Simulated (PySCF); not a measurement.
**Nonlinear optical response: `CSC([SiH3])=C=C[SiH3]`, C4H10SSi2**

Geometry:
```tsv
atom	x (Å)	y (Å)	z (Å)
C1	-1.712	1.934	0.960
S2	-2.310	0.343	0.370
C3	-0.825	-0.617	0.351
Si4	-0.986	-2.390	-0.262
C5	0.354	-0.181	0.733
C6	1.549	0.253	1.058
Si7	2.678	1.056	-0.204
H8	-1.274	1.844	1.965
H9	-0.967	2.356	0.269
H10	-2.587	2.597	1.001
H11	-1.874	-3.169	0.653
H12	-1.590	-2.397	-1.627
H13	0.375	-2.996	-0.294
H14	1.892	0.139	2.097
H15	1.971	1.115	-1.516
H16	3.948	0.279	-0.350
H17	3.039	2.441	0.231
```

Computed, not measured: quadratic response CAM-B3LYP/aug-cc-pVDZ first hyperpolarisability, Taylor convention, gas phase in PySCF. Geometry: PBE0-D3(BJ)/def2-SVP.

(1) What is the first hyperpolarisability, and how does it disperse?

(2) Which lowest excitations, dipole and polarisabilities go with it?

Results:

(1) In au, Taylor convention; the vector part is βᵢ = ⅓ Σⱼ (βᵢⱼⱼ + βⱼᵢⱼ + βⱼⱼᵢ); β∥ is 3/5 of the vector part along the dipole, the dipole points from − to +:
| process | λ (nm) | β vector norm | β∥ | β HRS | depolarisation ratio |
| --- | --- | --- | --- | --- | --- |
| static β(0;0,0) | ∞ | 264.5 | 48.2 | 106.4 | 5.54 |
| second harmonic β(−2ω;ω,ω) | 1907 | 283.5 | 48.0 | 114.4 | 5.53 |
| Pockels β(−ω;ω,0) | 1907 | 270.6 | 48.2 | – | – |
| second harmonic β(−2ω;ω,ω) | 1064 | 335.3 | 46.2 | 136.4 | 5.48 |
| Pockels β(−ω;ω,0) | 1064 | 284.9 | 48.0 | – | – |

(2) S1 4.23 eV (f = 0.000); S2 5.15 eV (f = 0.000); S3 5.44 eV (f = 0.076); dipole 1.37 D; isotropic α 134.3 au static, 134.8 au at 1907 nm, 136.1 au at 1064 nm, 136.6 au at 953.5 nm, 142.3 au at 532 nm.
